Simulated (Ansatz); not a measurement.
Consider the silylene formation by 1,1-elimination: `Cl[SiH2]CI` → `ClCI` + `[SiH2]`.

Calculated with Ansatz (gas phase, PBE0-D4/def2-TZVP geometries, no zero-point term in ΔE). CBS: MP2 limit from def2 TZ/QZ plus the TZ coupled-cluster correction, frozen cores. This one scheme is used for every species. Functionals use def2-TZVPP. B3LYP here is the variant with VWN-RPA as its local correlation; programs differ in this. def2 core potentials past Kr. For I outer-core shells are correlated without core-valence functions, which leaves a few kJ/mol of doubt a bond. One conformer a species, not always the lowest.

```
             level  ΔE (eV)
           PBE0-D4     4.33
          B3LYP-D4     4.15
             B3LYP     3.98
     HF/def2-TZVPP     4.10
    MP2/def2-TZVPP     4.44
SCS-MP2/def2-TZVPP     4.27
    MP2/def2-QZVPP     4.50
    CCSD/CBS(def2)     4.24
```

What does CCSD(T)/CBS give? (Estimate.)

Computed: +4.27 eV. The listed levels differ from it by 0.06, -0.12, -0.29, -0.17, 0.17, 0.00, 0.23, -0.03 eV.

Largest T1 diagnostic among the species: 0.014.

In def2-TZVPP, CCSD(T) changes the Hartree–Fock value by +0.07 eV (the triples alone add +0.03 eV) and MP2 by +0.34 eV. From PBE to PBE0 (25 % exact exchange), in def2-TZVPP and without D4, ΔE moves by +0.18 eV.
